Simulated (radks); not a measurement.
Question: All-electron atom: Se IV in [Ar] 3d10 4s2 4p1. Calculated with a radial shooting solver on a logarithmic mesh with Libxc functionals: scalar-relativistic Kohn-Sham, exchange-only LDA, spin-polarised, spherical densities, point nucleus; open shells are filled with parallel spins first. Some entries of the table are withheld. Estimate them.

orbital  occ.  eigenvalue (hartree)  r(max) (bohr)
1s up       1             -460.0323        0.02884
1s down     1             -460.0293        0.02884
2s up       1             -60.24008         0.1647
2s down     1             -60.23845         0.1647
2p up       3             -53.19342         0.1317
2p down     3             -53.19088         0.1317
3s up       1              -9.08332         0.5028
3s down     1              -9.07923         0.5028
3p up       3              -6.87986            (1)
3p down     3              -6.87499            (2)
3d up       5              -3.22837         0.4510
3d down     5              -3.22101         0.4509
4s up       1                   (3)          1.451
4s down     1                   (4)          1.441
4p up       1              -1.32567          1.643
4p down     0              -1.26645          1.634

Answer: 
(1) 3p up r(max) (bohr): 0.5003
(2) 3p down r(max) (bohr): 0.5003
(3) 4s up eigenvalue (hartree): -1.79632
(4) 4s down eigenvalue (hartree): -1.73996
